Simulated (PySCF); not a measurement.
# Which element holds H most strongly?

r²SCAN in PySCF with def2-TZVPPD on every atom (core potentials on Mo, Sn), for the lowest determinant that a PBE0 search found; no spin–orbit coupling. D0 is De less the harmonic zero-point energy.

```csv
M,state (unpaired electrons),Re (Å),ωe (cm⁻¹),D0(MH) (eV)
Sn,doublet (π ↑),1.777,1706,2.57
Ge,doublet (π ↑),1.597,1899,2.84
Cu,singlet (closed shell),1.459,1974,2.70
Mo,"sextet (σ ↑, π ↑↑, δ ↑↑)",1.715,1774,2.31
As,triplet (π ↑↑),1.528,2168,2.87
Al,singlet (closed shell),1.661,1640,2.92
Si,doublet (π ↑),1.529,2019,3.01
```

Question: Order the elements by D0 and give the energy of AlH + Sn → SnH + Al.

Answer: Si > Al > As > Ge > Cu > Sn > Mo; ΔE = 2.92 − 2.57 = +0.35 eV at r²SCAN/def2-TZVPPD. Close neighbours can swap at other levels.

The metal atom is held in its measured ground configuration; semilocal functionals can put another filling of s and d lower by some tenths of an eV, and De to that atom would be smaller. These are scalar-relativistic numbers at best; spin–orbit coupling would shift them, the dissociation energy most. States were picked by a PBE0 search and need not be the measured ground states.
